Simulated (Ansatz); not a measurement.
`CC[N](C)[Ge]([Cl])([Cl])[Cl]`, relaxed with RKS PBE-D4/def2-SVP in Ansatz 0.2.0 from a rough embedded geometry. The force threshold is 0.03 eV/Å; the program also tests the step.

Total charge 0; spin multiplicity 1.

Start:

```xyz
16

C     1.147   -1.699   -0.864
C     0.219   -0.972    0.193
N    -0.245    0.312   -0.321
C     0.715    1.338   -0.266
Ge   -1.795    0.838    0.590
Cl   -2.482    2.793   -0.120
Cl   -3.407   -0.581    0.249
Cl   -1.406    0.976    2.687
H     0.632   -1.704   -1.809
H     1.342   -2.691   -0.452
H     2.108   -1.127   -0.898
H     0.724   -0.824    1.145
H    -0.644   -1.645    0.426
H     1.055    1.538    0.869
H     1.682    1.102   -0.808
H     0.354    2.345   -0.621
```

```csv
step,energy (eV),largest force (eV/Å),largest move (Å)
1,-98769.1121,3.374,0.000
2,-98769.4296,1.426,0.124
3,-98769.5106,0.286,0.120
4,-98769.5241,0.125,0.061
5,-98769.5269,0.100,0.019
6,-98769.5369,0.028,0.112
7,-98769.5399,0.116,0.186
8,-98769.5402,0.119,0.048
9,-98769.5440,0.062,0.056
10,-98769.5444,0.035,0.029
11,-98769.5449,0.018,0.030
12,-98769.5451,0.032,0.035
13,-98769.5453,0.027,0.029
14,-98769.5454,0.014,0.030
```

End:

```xyz
16

C     0.990   -1.659   -0.907
C     0.324   -0.993    0.299
N    -0.155    0.361    0.005
C     0.863    1.400   -0.085
Ge   -1.818    0.834    0.572
Cl   -2.429    2.621   -0.476
Cl   -3.182   -0.782    0.133
Cl   -1.984    1.253    2.703
H     0.279   -1.727   -1.755
H     1.324   -2.683   -0.645
H     1.883   -1.098   -1.252
H     1.029   -0.973    1.166
H    -0.543   -1.612    0.614
H     1.450    1.514    0.858
H     1.575    1.171   -0.906
H     0.395    2.374   -0.325
```

Hardware: 4 threads of an AMD EPYC 7R13 on a shared host and a share of an NVIDIA H100 80 GB. Wall time 13 s, peak host memory 0.85 GiB.
